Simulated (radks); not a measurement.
Results of a calculation; reference values are marked as such.
Correlation energies from several functionals, in hartree. Species: Nd13+ [Kr] 4d10 5s1; Ne3+ [He] 2s2 2p3; Ge2+ [Ar] 3d10 4s2; Eu [Xe] 4f7 6s2. Level of theory: non-relativistic Kohn-Sham, exchange-only PBE, spin-polarised, spherical densities, point nucleus (a radial shooting solver on a logarithmic mesh with Libxc functionals). Every spin shell is full or empty, so the densities are truly spherical. Functionals are evaluated on that one density, not self-consistently.

functional    Nd13+      Ne3+     Ge2+       Eu
PW92        -5.0416  -0.50989  -2.7667  -6.1704
VWN5        -5.0630  -0.51283  -2.7797  -6.1965
Chachiyo    -4.9874  -0.49320  -2.7262  -6.0870
PBE         -2.7401  -0.19862  -1.4544  -3.5192
LYP         -2.5577  -0.22688  -1.4781  -3.2436
P86         -3.1321  -0.22182  -1.6551  -3.9827
AM05        -4.7148  -0.45597  -2.5509  -5.7768
revTPSS     -2.7634  -0.21110  -1.4807  -3.5603
SCAN        -2.7178  -0.20103  -1.4702  -3.5663
r2SCAN      -2.7312  -0.20248  -1.4803  -3.5829
B95         -3.4895  -0.23373  -1.7605  -4.3404
